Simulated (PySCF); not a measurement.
# Working out the ionisation energy of Sn

Sn [Kr] 4d10 5s2 5p2 (3P) → Sn+ [Kr] 4d10 5s2 5p1 (2P). Calculation: PySCF 2.14, in aug-cc-pVDZ-PP with ECP28MDF (5s4p3d, 32 functions); a scalar-relativistic core potential. Frozen: 4s2 4p6 4d10. Energies in hartree (1 hartree = 27.21139 eV):

```
            part   Sn (lower)  Sn+ (upper)
             UHF  -213.335453  -213.083444
CCSD correlation    -0.049609    -0.040071
             (T)    -0.000773    -0.000390
```

Question: What does Hartree-Fock give?

Answer: (-213.083444) − (-213.335453) = 0.252009 hartree = 6.858 eV.

Question: What do CCSD and CCSD(T) give?

Answer: The CCSD correlation energies differ by 0.009538 hartree = 0.260 eV and the triples by 0.000383 hartree = 0.010 eV, so CCSD gives 7.118 eV and CCSD(T) 7.128 eV.

Measured between the centres of the two terms (NIST): 7.389 eV, so CCSD(T) (valence) is off by -0.261 eV.

A double-zeta basis recovers only part of the correlation energy.

What remains against the reference includes basis incompleteness, the frozen core and higher excitations.
